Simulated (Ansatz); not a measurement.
`[Cl][Ga]([Cl])[I]` + CH₃SH → `C[S][Ga]([Cl])[Cl]` + HI  (ligand exchange at a Ga–I bond)

Gas-phase electronic energies from Ansatz, PBE0-D4/def2-TZVP geometries. CBS: MP2 limit from def2 TZ/QZ plus the TZ coupled-cluster correction, frozen cores. This one scheme is used for every species. Functionals use def2-TZVPP. HSE06 is defined as in plane-wave codes. def2 core potentials past Kr. For Ga, I outer-core shells are correlated without core-valence functions, which leaves a few kJ/mol of doubt a bond. Scalar relativity is left out up to krypton. Each species was taken in one conformer, which may not be the lowest.

`[Cl][Ga]([Cl])[I]`:

Z-matrix (Å, degrees):
```
Ga
Cl 1 2.120
I 1 2.450 2 121.0
Cl 1 2.120 2 118.1 3 -180.0
```

CH₃SH:

Z-matrix (Å, degrees):
```
C
S 1 1.806
H 1 1.089 2 111.5
H 1 1.089 2 111.5 3 -123.8
H 1 1.090 2 106.2 3 118.1
H 2 1.342 1 97.1 3 61.9
```

`C[S][Ga]([Cl])[Cl]`:

Z-matrix (Å, degrees):
```
C
S 1 1.820
H 1 1.090 2 105.7
H 1 1.088 2 111.3 3 -118.5
H 1 1.088 2 111.3 3 118.4
Ga 2 2.168 1 101.2 3 -180.0
Cl 6 2.133 2 120.8 1 0.0
Cl 6 2.123 2 121.4 1 -180.0
```

HI:

Cartesian coordinates in Å:
```
I -0.793 -0.098 -0.094
H 0.793 0.098 0.094
```

CCSD(T)/CBS gives +34.0 kJ/mol.

**Question.** Another level gave +34.8 kJ/mol. Which?
A. BHLYP/def2-TZVPP
B. HSE06-D4/def2-TZVPP
C. HF/def2-TZVPP
D. BLYP-D4/def2-TZVPP

**Answer.** B. HSE06-D4 34.8, BLYP-D4 28.5, HF/def2-TZVPP 49.0, BHLYP 41.2 kJ/mol.

Largest T1 diagnostic among the species: 0.011.

Leaving LDA and LC-ωPBE aside and taking each functional with its dispersion term where it has one, the values, not all of them listed here, spread over 11.0 kJ/mol, from revPBE-D4 to BHLYP-D4. LDA lies −7.0 kJ/mol from PBE without D4. From r2SCAN to r2SCAN0 (25 % exact exchange), in def2-TZVPP and without D4, ΔE moves by +4.0 kJ/mol. The D4 term adds −4.4 kJ/mol with B3LYP and −2.6 kJ/mol with PBE0; it sums over pairs of atoms, weighted by their polarisabilities, and B3LYP, whose exchange is more repulsive, gets the larger term.

B3LYP here is the variant with VWN-RPA as its local correlation; programs differ in this.
